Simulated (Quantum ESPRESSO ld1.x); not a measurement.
Problem. All-electron atom: Tl3+ in [Kr] 4d10 4f14 5p6 5d10 5f2 (not the ground configuration). Calculated with ld1.x of Quantum ESPRESSO 7.5: scalar-relativistic Kohn-Sham, LDA (Slater exchange, Perdew-Wang correlation), spin-polarised, spherical densities, point nucleus; open shells are filled with parallel spins first. Some entries of the table are withheld. Estimate them.

orbital,occ.,eigenvalue (hartree),<r> (bohr)
1s down,1,-3146.77,0.01632
1s up,1,-3146.77,0.01632
2s down,1,-561.970,0.06877
2s up,1,-561.970,0.06877
2p down,3,-483.742,0.06236
2p up,3,-483.742,0.06236
3s up,1,-135.639,0.1777
3s down,1,-135.638,0.1777
3p up,3,-113.130,0.1793
3p down,3,-113.129,0.1793
3d up,5,-89.7917,0.1625
3d down,5,-89.7912,0.1625
4s up,1,-31.7853,0.3917
4s down,1,-31.7847,0.3917
4p up,3,-24.4036,0.4177
4p down,3,-24.4031,0.4177
4d up,5,-15.7537,0.4394
4d down,5,-15.7532,0.4394
4f up,7,-6.16837,0.4647
4f down,7,-6.16763,0.4647
5p up,3,-4.55781,0.9813
5p down,3,-4.55241,0.9801
5d up,5,(1),1.250
5d down,5,(2),1.243
5f up,2,-0.53945,3.002
5f down,0,-0.49225,3.035

Solution. 
(1) 5d up eigenvalue (hartree): -2.18027
(2) 5d down eigenvalue (hartree): -2.16690
